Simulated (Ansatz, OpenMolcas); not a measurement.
## GaCl (SMILES [Cl][Ga]): the energy, rung by rung

The species is GaCl (2 atoms), meant as a singlet with charge 0. SMILES: `[Cl][Ga]`. The coordinates come from a PBE0-D4/def2-TZVP relaxation.

```tsv
atom	x (Å)	y (Å)	z (Å)
Cl	0.0000	0.0000	-0.0236
Ga	0.0000	0.0000	2.1922
```

Each level gives the energy change with the Cl1–Ga2 bond stretched from 2.216 to 3.988 Å (eV). The values are calculated.

```json
{"level": "HF/cc-pVTZ (restricted)", "kind": "Hartree–Fock", "program": "OpenMolcas", "value (eV)": "2.95"}
{"level": "SVWN5/cc-pVTZ (restricted)", "kind": "LDA", "program": "OpenMolcas", "value (eV)": "3.15"}
{"level": "PBE/cc-pVTZ (restricted)", "kind": "GGA", "program": "Ansatz", "value (eV)": "2.81"}
{"level": "M06-L/cc-pVTZ (restricted)", "kind": "meta-GGA", "program": "OpenMolcas", "value (eV)": "2.88"}
{"level": "BHLYP/cc-pVTZ (restricted)", "kind": "global hybrid", "program": "OpenMolcas", "value (eV)": "3.04"}
{"level": "wB97M-V/cc-pVTZ (restricted)", "kind": "range-separated hybrid", "program": "Ansatz", "value (eV)": "3.17"}
{"level": "PBE-QIDH/cc-pVTZ (restricted)", "kind": "double hybrid", "program": "Ansatz", "value (eV)": "3.31"}
{"level": "RPA@PBE0/cc-pVTZ (restricted)", "kind": "RPA", "program": "Ansatz", "value (eV)": "3.14"}
```

All-electron rows without a relativistic Hamiltonian named are non-relativistic. The first shape isn't each level's own minimum. The values span 2.81 to 3.31 eV.
